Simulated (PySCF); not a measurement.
Diatomics with 42 electrons

PBE0 in PySCF with def2-TZVPPD on every atom, for the lowest determinant that a PBE0 search found; no spin–orbit coupling. All have 42 electrons, 12 of them in the valence shells, and the same state, a triplet (π ↑↑). For ions De leads to the atom and ion picked by measured ionisation energies and electron affinities.

| species | difference of nuclear charges | Re (Å) | ωe (cm⁻¹) | k (mdyn/Å) | De (eV) | dissociates to |
| --- | --- | --- | --- | --- | --- | --- |
| GeF⁻ | 23 | 1.863 | 497 | 2.20 | 2.91 | Ge + F⁻ |
| AsO⁻ | 25 | 1.688 | 858 | 5.71 | 4.77 | As + O⁻ |
| CBr⁻ | 29 | 2.032 | 439 | 1.18 | 1.80 | C + Br⁻ |
| AsF | 24 | 1.743 | 690 | 4.26 | 4.22 | As + F |

**Question.** Which member of the whole set has the stiffest bond, and how does it compare with the softest?

**Answer.** AsO⁻ with k = 5.71 mdyn/Å, 4.8 times that of CBr⁻.

Spin–orbit coupling is left out. For an ion De counts to the pair picked by the measured ionisation energies or electron affinities, which need not be the lowest pair at this level. The highest Kohn–Sham level is positive in some of these anions. Much of that is self-interaction error, but it also means that the finite basis helps to hold the extra electron. States were picked by a PBE0 search and need not be the measured ground states.
